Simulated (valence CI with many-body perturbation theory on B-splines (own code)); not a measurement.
**Ag33+: electric-dipole lines**

Level of theory: valence CI with perturbative core correlation (CI+MBPT): four valence electrons over a frozen Dirac-Fock core [Ne], a basis of 11 s, 11 p, 9 d, 7 f, 5 g, 2 h, 1 i functions for each j, with the one-electron correlation potential Σ1, the two-electron term Σ2, the three-electron term Σ3, Breit, model QED; selected CI, second order for the rest (own B-spline code, finite nucleus).

The last digits are not significant, and no measured levels were compared; by estimate large intervals hold to a few tenths of a per cent, small ones and those within an open d or f shell to about a per cent.

Lines 101 to 150 of 235 in falling wavelength, among levels below 2694200 cm⁻¹, chosen from the strongest by gf and those to the six lowest levels. Wavelengths and rates use the calculated energies. Electric multipoles are in the length gauge, E1 and E2 with the static RPA response of the core. Weak lines are less certain than strong ones. Lines between different terms over intervals too small for the method are left out, as are lines whose strength nearly cancels. Where a level lies close to another of its J and parity, the split of strength between their lines is uncertain. The highest levels of a list are the least certain.

Levels are named by their leading jj configuration (3d3/2^4 stands for four electrons in 3d with j = 3/2), which in mixed levels can hold well under half, so a name can repeat and another be missing. Letters in brackets count levels of one name in rising energy.

| λ vac (nm) | Upper | Lower | A (s⁻¹) | S (a.u.) with core polarisation | S without |
| --- | --- | --- | --- | --- | --- |
| 9.004 | (3s 3p1/2 3p3/2^2) J=1 [a] | (3s^2 3p1/2 3p3/2) J=1 | 3.67e+10 | 3.97e-02 | 4.06e-02 |
| 9.001 | (3p1/2^2 3p3/2^2) J=2 | (3s 3p1/2^2 3p3/2) J=2 | 1.67e+10 | 3.00e-02 | 3.06e-02 |
| 9.000 | (3s 3p1/2^2 3d5/2) J=3 | (3s 3p1/2^2 3p3/2) J=2 | 2.04e+10 | 5.14e-02 | 5.25e-02 |
| 8.995 | (3s 3p1/2 3p3/2 3d5/2) J=1 [a] | (3s 3p1/2 3p3/2^2) J=2 [a] | 2.64e+10 | 2.85e-02 | 2.91e-02 |
| 8.993 | (3s 3p1/2 3p3/2 3d5/2) J=2 [d] | (3s^2 3p1/2 3d5/2) J=2 | 3.27e+10 | 5.87e-02 | 6.00e-02 |
| 8.952 | (3s 3p3/2^2 3d3/2) J=1 [a] | (3s 3p1/2 3p3/2^2) J=1 [b] | 3.85e+10 | 4.09e-02 | 4.18e-02 |
| 8.948 | (3s^2 3p1/2 3d5/2) J=3 | (3s^2 3p1/2 3p3/2) J=2 | 3.89e+10 | 9.62e-02 | 9.82e-02 |
| 8.937 | (3s 3p1/2 3p3/2 3d5/2) J=2 [c] | (3s^2 3p1/2 3d3/2) J=1 | 5.72e+09 | 1.01e-02 | 1.03e-02 |
| 8.925 | (3s 3p1/2 3p3/2 3d5/2) J=1 [c] | (3s^2 3p1/2 3d3/2) J=1 | 3.06e+10 | 3.22e-02 | 3.28e-02 |
| 8.916 | (3s 3p1/2 3p3/2 3d5/2) J=2 [e] | (3s^2 3p1/2 3d5/2) J=2 | 3.09e+10 | 5.41e-02 | 5.53e-02 |
| 8.870 | (3s 3p1/2 3p3/2 3d3/2) J=0 [c] | (3s 3p1/2 3p3/2^2) J=1 [a] | 6.02e+10 | 2.07e-02 | 2.12e-02 |
| 8.840 | (3s 3p3/2^2 3d3/2) J=1 [a] | (3s^2 3p1/2 3d5/2) J=2 | 1.27e+10 | 1.30e-02 | 1.33e-02 |
| 8.816 | (3s^2 3p1/2 3d3/2) J=1 | (3s^2 3p1/2 3p3/2) J=2 | 3.80e+10 | 3.85e-02 | 3.94e-02 |
| 8.813 | (3s 3p1/2 3p3/2 3d3/2) J=0 [b] | (3s 3p1/2^2 3p3/2) J=1 | 4.17e+10 | 1.41e-02 | 1.44e-02 |
| 8.805 | (3s 3p1/2 3p3/2 3d5/2) J=2 [c] | (3s^2 3p1/2 3d5/2) J=3 | 8.15e+09 | 1.37e-02 | 1.40e-02 |
| 8.794 | (3s 3p1/2 3p3/2^2) J=2 [b] | (3s^2 3p1/2 3p3/2) J=1 | 2.97e+10 | 4.98e-02 | 5.08e-02 |
| 8.767 | (3s 3p1/2 3p3/2 3d5/2) J=2 [b] | (3s 3p1/2 3p3/2^2) J=3 | 6.85e+10 | 1.14e-01 | 1.17e-01 |
| 8.757 | (3s 3p1/2 3p3/2 3d3/2) J=2 [e] | (3s 3p1/2 3p3/2^2) J=2 [b] | 7.02e+09 | 1.16e-02 | 1.19e-02 |
| 8.742 | (3s 3p1/2 3p3/2 3d3/2) J=2 [b] | (3s 3p1/2^2 3p3/2) J=1 | 3.96e+10 | 6.53e-02 | 6.67e-02 |
| 8.688 | (3s 3p1/2 3p3/2 3d5/2) J=3 [e] | (3s^2 3p1/2 3d5/2) J=3 | 9.13e+10 | 2.07e-01 | 2.11e-01 |
| 8.681 | (3s 3p1/2 3p3/2 3d5/2) J=1 [b] | (3s 3p1/2 3p3/2^2) J=0 | 4.35e+10 | 4.21e-02 | 4.30e-02 |
| 8.677 | (3s 3p1/2 3p3/2 3d3/2) J=3 [b] | (3s^2 3p1/2 3d3/2) J=2 | 9.78e+10 | 2.21e-01 | 2.26e-01 |
| 8.675 | (3s 3p3/2^2 3d3/2) J=2 | (3s 3p1/2 3p3/2^2) J=1 [b] | 2.74e+10 | 4.41e-02 | 4.50e-02 |
| 8.631 | (3s 3p1/2 3p3/2 3d5/2) J=2 [c] | (3s 3p1/2 3p3/2^2) J=2 [b] | 2.25e+10 | 3.57e-02 | 3.65e-02 |
| 8.620 | (3s 3p1/2 3p3/2 3d5/2) J=1 [c] | (3s 3p1/2 3p3/2^2) J=2 [b] | 2.28e+10 | 2.17e-02 | 2.21e-02 |
| 8.601 | (3s 3p3/2^2 3d3/2) J=1 [b] | (3s 3p1/2 3p3/2^2) J=1 [b] | 6.75e+10 | 6.36e-02 | 6.50e-02 |
| 8.570 | (3s 3p1/2 3p3/2 3d3/2) J=1 [c] | (3s^2 3p1/2 3d3/2) J=2 | 1.23e+11 | 1.14e-01 | 1.17e-01 |
| 8.569 | (3s 3p3/2^2 3d3/2) J=2 | (3s^2 3p1/2 3d5/2) J=2 | 4.16e+10 | 6.46e-02 | 6.60e-02 |
| 8.559 | (3s 3p1/2 3p3/2 3d3/2) J=2 [e] | (3s 3p1/2 3p3/2^2) J=1 [a] | 2.17e+10 | 3.36e-02 | 3.44e-02 |
| 8.529 | (3s 3p1/2 3p3/2 3d5/2) J=2 [d] | (3s^2 3p1/2 3d5/2) J=3 | 6.85e+10 | 1.05e-01 | 1.07e-01 |
| 8.514 | (3s 3p1/2 3p3/2 3d5/2) J=4 [c] | (3s 3p1/2 3p3/2^2) J=3 | 2.88e+10 | 7.91e-02 | 8.07e-02 |
| 8.498 | (3s^2 3p1/2 3d3/2) J=1 | (3s^2 3p1/2 3p3/2) J=1 | 3.28e+09 | 2.98e-03 | 3.05e-03 |
| 8.488 | (3s^2 3p1/2 3d5/2) J=2 | (3s^2 3p1/2 3p3/2) J=2 | 8.82e+10 | 1.33e-01 | 1.36e-01 |
| 8.459 | (3s 3p1/2 3p3/2 3d5/2) J=2 [e] | (3s^2 3p1/2 3d5/2) J=3 | 6.68e+10 | 9.98e-02 | 1.02e-01 |
| 8.439 | (3s 3p1/2 3p3/2 3d5/2) J=2 [c] | (3s 3p1/2 3p3/2^2) J=1 [a] | 8.85e+10 | 1.31e-01 | 1.34e-01 |
| 8.428 | (3s 3p1/2 3p3/2 3d5/2) J=1 [c] | (3s 3p1/2 3p3/2^2) J=1 [a] | 4.48e+10 | 3.97e-02 | 4.06e-02 |
| 8.387 | (3s 3p1/2 3p3/2^2) J=1 [b] | (3s^2 3p1/2 3p3/2) J=2 | 1.32e+11 | 1.15e-01 | 1.18e-01 |
| 8.366 | (3s 3p1/2 3p3/2 3d5/2) J=2 [d] | (3s 3p1/2 3p3/2^2) J=2 [b] | 8.16e+10 | 1.18e-01 | 1.20e-01 |
| 8.316 | (3s^2 3p3/2 3d5/2) J=1 [a] | (3s^2 3p3/2^2) J=2 | 1.65e+11 | 1.40e-01 | 1.43e-01 |
| 8.309 | (3s 3p1/2 3p3/2 3d5/2) J=3 [c] | (3s 3p1/2 3p3/2^2) J=3 | 2.32e+10 | 4.60e-02 | 4.70e-02 |
| 8.283 | (3s 3p1/2 3p3/2 3d5/2) J=1 [c] | (3s 3p1/2 3p3/2^2) J=0 | 1.19e+10 | 9.99e-03 | 1.02e-02 |
| 8.259 | (3s 3p3/2^2 3d3/2) J=2 | (3s^2 3p1/2 3d3/2) J=1 | 1.19e+10 | 1.65e-02 | 1.69e-02 |
| 8.254 | (3s 3p1/2 3p3/2 3d5/2) J=2 [b] | (3s 3p1/2 3p3/2^2) J=2 [a] | 5.03e+10 | 6.97e-02 | 7.13e-02 |
| 8.233 | (3s 3p3/2^2 3d3/2) J=1 [a] | (3s 3p1/2 3p3/2^2) J=2 [b] | 1.90e+10 | 1.57e-02 | 1.60e-02 |
| 8.224 | (3s^2 3p3/2 3d5/2) J=2 [b] | (3s^2 3p3/2^2) J=2 | 2.19e+11 | 3.00e-01 | 3.07e-01 |
| 8.194 | (3s^2 3p1/2 3d5/2) J=2 | (3s^2 3p1/2 3p3/2) J=1 | 8.88e+10 | 1.21e-01 | 1.23e-01 |
| 8.167 | (3s^2 3p3/2 3d5/2) J=1 [b] | (3s^2 3p3/2^2) J=0 | 2.05e+11 | 1.65e-01 | 1.69e-01 |
| 8.147 | (3s 3p3/2^2 3d3/2) J=2 | (3s^2 3p1/2 3d5/2) J=3 | 1.68e+10 | 2.24e-02 | 2.29e-02 |
| 8.124 | (3s^2 3p3/2 3d5/2) J=3 | (3s^2 3p3/2^2) J=2 | 1.74e+11 | 3.22e-01 | 3.29e-01 |
| 8.121 | (3s 3p3/2^2 3d3/2) J=3 | (3s 3p1/2 3p3/2^2) J=2 [b] | 8.74e+09 | 1.62e-02 | 1.65e-02 |
